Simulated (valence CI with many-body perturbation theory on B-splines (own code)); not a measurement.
# E1 transitions of Ru³⁸⁺

Level of theory: relativistic CI+MBPT: four valence electrons over a frozen Dirac-Fock core [He], radial functions for each j: 11 s, 11 p, 9 d, 7 f, 5 g, 2 h, 1 i, with the one-electron correlation potential Σ1 (screened to all orders), the two-electron term Σ2, the three-electron term Σ3, Breit, model QED; selected single and double excitations, second order for the rest (own B-spline code, finite nucleus).

The last digits are not significant, and no measured levels were compared; by estimate large intervals hold to a few tenths of a per cent, small ones and those within an open d or f shell to about a per cent. Among the levels kept, up to 260 cm⁻¹ of a level comes from second order outside the variational space, and about a tenth of that is noise between levels of different J, which matters for small intervals.

Lines 1 to 50 of 234 in falling wavelength, among levels below 3613.9 eV, chosen from the strongest by gf and those to the six lowest levels. Wavelengths and rates use the calculated energies. Electric multipoles are in the length gauge, E1 and E2 with the static RPA response of the core. Weak lines are less certain than strong ones. Lines between different terms over intervals too small for the method are left out, as are lines whose strength nearly cancels. The highest levels of a list are the least certain.

Levels are named by their leading jj configuration (3d3/2^4 stands for four electrons in 3d with j = 3/2), which in mixed levels can hold well under half, so a name can repeat and another be missing. Letters in brackets count levels of one name in rising energy.

| λ vac (Å) | Upper | Lower | A (s⁻¹) | S (a.u.) with core polarisation | S without |
| --- | --- | --- | --- | --- | --- |
| 235.5 | (2s 2p1/2 2p3/2 3d5/2) J=4 [a] | (2s 2p1/2 2p3/2 3p3/2) J=3 [a] | 3.61e+09 | 2.10e-01 | 2.10e-01 |
| 234.6 | (2s 2p1/2 2p3/2 3d5/2) J=5 | (2s 2p1/2 2p3/2 3p3/2) J=4 | 4.01e+09 | 2.81e-01 | 2.81e-01 |
| 221.5 | (2s 2p1/2^2 3d5/2) J=3 | (2s 2p1/2^2 3p3/2) J=2 | 4.60e+09 | 1.73e-01 | 1.73e-01 |
| 213.6 | (2s^2 2p3/2 3d5/2) J=4 | (2s^2 2p3/2 3p3/2) J=3 | 4.63e+09 | 2.00e-01 | 2.00e-01 |
| 212.6 | (2s 2p1/2 2p3/2 3p1/2) J=3 | (2s^2 2p3/2 3p3/2) J=2 | 2.33e+09 | 7.75e-02 | 7.75e-02 |
| 210.8 | (2s^2 2p1/2 3d5/2) J=3 | (2s^2 2p1/2 3p3/2) J=2 | 5.10e+09 | 1.65e-01 | 1.65e-01 |
| 207.0 | (2s 2p1/2 2p3/2 3d5/2) J=4 [b] | (2s 2p1/2 2p3/2 3p3/2) J=3 [b] | 4.83e+09 | 1.90e-01 | 1.90e-01 |
| 200.9 | (2s 2p1/2 2p3/2 3d5/2) J=2 [a] | (2s 2p1/2 2p3/2 3p3/2) J=1 [a] | 4.08e+09 | 8.16e-02 | 8.16e-02 |
| 197.5 | (2s 2p1/2 2p3/2 3p1/2) J=2 [b] | (2s 2p1/2 2p3/2 3s) J=3 | 5.30e+09 | 1.01e-01 | 1.01e-01 |
| 196.1 | (2s^2 2p1/2 3d5/2) J=2 | (2s^2 2p1/2 3p3/2) J=1 | 4.27e+09 | 7.94e-02 | 7.94e-02 |
| 195.3 | (2s 2p1/2^2 3d5/2) J=2 | (2s 2p1/2^2 3p3/2) J=1 | 6.25e+09 | 1.15e-01 | 1.15e-01 |
| 191.5 | (2s 2p1/2 2p3/2 3d5/2) J=3 [b] | (2s 2p1/2 2p3/2 3p3/2) J=2 [b] | 3.94e+09 | 9.56e-02 | 9.56e-02 |
| 164.9 | (2s 2p1/2 2p3/2 3p3/2) J=1 [a] | (2s 2p1/2 2p3/2 3s) J=1 [a] | 9.71e+09 | 6.45e-02 | 6.45e-02 |
| 160.9 | (2s 2p1/2 2p3/2 3p3/2) J=2 [b] | (2s 2p1/2 2p3/2 3s) J=2 [b] | 9.14e+09 | 9.40e-02 | 9.40e-02 |
| 158.6 | (2s 2p1/2 2p3/2 3d3/2) J=2 [b] | (2s 2p1/2 2p3/2 3p1/2) J=2 [b] | 6.68e+09 | 6.58e-02 | 6.58e-02 |
| 158.2 | (2s 2p1/2^2 3p3/2) J=1 | (2s 2p1/2^2 3s) J=0 | 1.10e+10 | 6.42e-02 | 6.43e-02 |
| 155.2 | (2s^2 2p3/2 3p3/2) J=1 | (2s^2 2p3/2 3s) J=1 | 1.06e+10 | 5.88e-02 | 5.88e-02 |
| 149.4 | (2s 2p1/2 2p3/2 3p3/2) J=3 [c] | (2s 2p1/2 2p3/2 3s) J=2 [c] | 1.74e+10 | 2.00e-01 | 2.00e-01 |
| 148.9 | (2s 2p1/2 2p3/2 3p3/2) J=2 [a] | (2s 2p1/2 2p3/2 3s) J=1 [a] | 1.08e+10 | 8.83e-02 | 8.83e-02 |
| 147.9 | (2s 2p1/2 2p3/2 3d3/2) J=3 [a] | (2s 2p1/2 2p3/2 3p1/2) J=2 [a] | 9.51e+09 | 1.06e-01 | 1.06e-01 |
| 147.6 | (2s 2p1/2 2p3/2 3p3/2) J=1 [b] | (2s 2p1/2 2p3/2 3s) J=2 [b] | 1.22e+10 | 5.83e-02 | 5.83e-02 |
| 145.6 | (2s 2p1/2 2p3/2 3d3/2) J=4 | (2s 2p1/2 2p3/2 3p1/2) J=3 | 7.66e+09 | 1.05e-01 | 1.05e-01 |
| 145.3 | (2s 2p1/2^2 3d3/2) J=2 | (2s 2p1/2^2 3p1/2) J=1 | 1.30e+10 | 9.83e-02 | 9.83e-02 |
| 145.3 | (2s 2p1/2 2p3/2 3p3/2) J=3 [b] | (2s 2p1/2 2p3/2 3s) J=2 [b] | 1.17e+10 | 1.24e-01 | 1.24e-01 |
| 145.0 | (2s^2 2p3/2 3p3/2) J=3 | (2s^2 2p3/2 3s) J=2 | 1.22e+10 | 1.29e-01 | 1.29e-01 |
| 145.0 | (2s^2 2p3/2 3d3/2) J=3 | (2s^2 2p3/2 3p1/2) J=2 | 9.42e+09 | 9.92e-02 | 9.92e-02 |
| 144.2 | (2s 2p1/2 2p3/2 3p3/2) J=4 | (2s 2p1/2 2p3/2 3s) J=3 | 2.03e+10 | 2.70e-01 | 2.70e-01 |
| 143.8 | (2s 2p1/2 2p3/2 3d3/2) J=3 [c] | (2s 2p1/2 2p3/2 3p1/2) J=2 [c] | 1.36e+10 | 1.40e-01 | 1.40e-01 |
| 141.3 | (2s^2 2p1/2 3d3/2) J=2 | (2s^2 2p1/2 3p1/2) J=1 | 1.38e+10 | 9.57e-02 | 9.57e-02 |
| 141.0 | (2s 2p1/2 2p3/2 3p3/2) J=3 [a] | (2s 2p1/2 2p3/2 3s) J=2 [a] | 1.92e+10 | 1.86e-01 | 1.86e-01 |
| 137.9 | (2s^2 2p1/2 3p3/2) J=1 | (2s^2 2p1/2 3s) J=0 | 1.30e+10 | 5.05e-02 | 5.05e-02 |
| 137.8 | (2s 2p1/2 2p3/2 3p3/2) J=2 [d] | (2s 2p1/2 2p3/2 3s) J=1 [c] | 1.34e+10 | 8.66e-02 | 8.66e-02 |
| 137.6 | (2s 2p1/2^2 3p3/2) J=2 | (2s 2p1/2^2 3s) J=1 | 2.56e+10 | 1.65e-01 | 1.65e-01 |
| 137.4 | (2s 2p1/2 2p3/2 3d3/2) J=2 [c] | (2s 2p1/2 2p3/2 3p1/2) J=1 [b] | 7.62e+09 | 4.88e-02 | 4.88e-02 |
| 135.3 | (2s^2 2p1/2 3p3/2) J=2 | (2s^2 2p1/2 3s) J=1 | 2.40e+10 | 1.47e-01 | 1.47e-01 |
| 129.8 | (2s^2 2p3/2 3p3/2) J=2 | (2s^2 2p3/2 3s) J=1 | 1.27e+10 | 6.83e-02 | 6.83e-02 |
| 122.9 | (2s 2p1/2 2p3/2 3p3/2) J=3 [b] | (2s 2p1/2 2p3/2 3s) J=3 | 1.21e+10 | 7.76e-02 | 7.76e-02 |
| 122.8 | (2s 2p1/2 2p3/2 3p3/2) J=2 [a] | (2s 2p1/2 2p3/2 3s) J=2 [a] | 1.13e+10 | 5.16e-02 | 5.16e-02 |
| 121.0 | (2s^2 2p3/2 3p3/2) J=2 | (2s^2 2p3/2 3s) J=2 | 1.01e+10 | 4.43e-02 | 4.43e-02 |
| 113.7 | (2s 2p1/2 2p3/2^2) J=2 [a] | (2s^2 2p3/2^2) J=2 | 3.56e+08 | 1.29e-03 | 1.29e-03 |
| 100.7 | (2s 2p1/2^2 2p3/2) J=2 | (2s^2 2p1/2 2p3/2) J=2 | 2.20e+09 | 5.55e-03 | 5.57e-03 |
| 91.48 | (2s 2p1/2 2p3/2^2) J=3 | (2s^2 2p3/2^2) J=2 | 5.74e+09 | 1.52e-02 | 1.52e-02 |
| 91.08 | (2s 2p1/2^2 2p3/2) J=2 | (2s^2 2p1/2 2p3/2) J=1 | 4.35e+09 | 8.11e-03 | 8.13e-03 |
| 78.53 | (2s 2p1/2 2p3/2^2) J=1 [b] | (2s^2 2p3/2^2) J=0 | 5.74e+09 | 4.12e-03 | 4.13e-03 |
| 71.56 | (2s 2p1/2 2p3/2^2) J=1 [a] | (2s^2 2p3/2^2) J=2 | 3.06e+09 | 1.66e-03 | 1.66e-03 |
| 71.54 | (2s 2p1/2^2 2p3/2) J=1 | (2s^2 2p1/2 2p3/2) J=2 | 1.07e+10 | 5.78e-03 | 5.79e-03 |
| 67.74 | (2s 2p1/2 2p3/2^2) J=2 [b] | (2s^2 2p3/2^2) J=2 | 6.43e+09 | 4.93e-03 | 4.94e-03 |
| 66.55 | (2s 2p1/2^2 2p3/2) J=1 | (2s^2 2p1/2 2p3/2) J=1 | 1.88e+09 | 8.19e-04 | 8.21e-04 |
| 65.69 | (2s 2p1/2 2p3/2^2) J=1 [b] | (2s^2 2p3/2^2) J=2 | 4.06e+09 | 1.70e-03 | 1.71e-03 |
| 65.37 | (2p1/2 2p3/2^3) J=2 | (2s 2p3/2^3) J=2 | 3.61e+10 | 2.49e-02 | 2.49e-02 |
